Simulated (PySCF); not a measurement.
# Removal energies of Tl⁵³⁺ from EOM-IP-GCCSD

Reference: closed-shell Tl⁵³⁺, [Ar] 3d10; one electron is removed. Calculated with PySCF 2.14, two-component X2C-1e with screened spin-orbit coupling, an even-tempered Gaussian basis (18 s from 5.1 bohr⁻², ratio 2.6; 15 p from 6.6 bohr⁻², ratio 2.6; 10 d from 6.6 bohr⁻², ratio 2.6; 5 f from 6.8 bohr⁻², ratio 2.8); frozen [Ar]; the 98 highest virtual spinors dropped; of the others 70 kept and the rest restored at second order. No Breit or QED terms. Binding energies in eV.

| level | Koopmans | second order | EOM-CCSD |
| --- | --- | --- | --- |
| 3d3/2 | 5346.2 | 5345.5 | 5345.5 |
| 3d5/2 | 5240.5 | 5240.0 | 5240.0 |

For comparison, the ionisation energy of Tl⁵³⁺ is 5234 ± 5 eV (theoretical estimate listed by NIST; NIST Atomic Spectra Database, ionization energies).
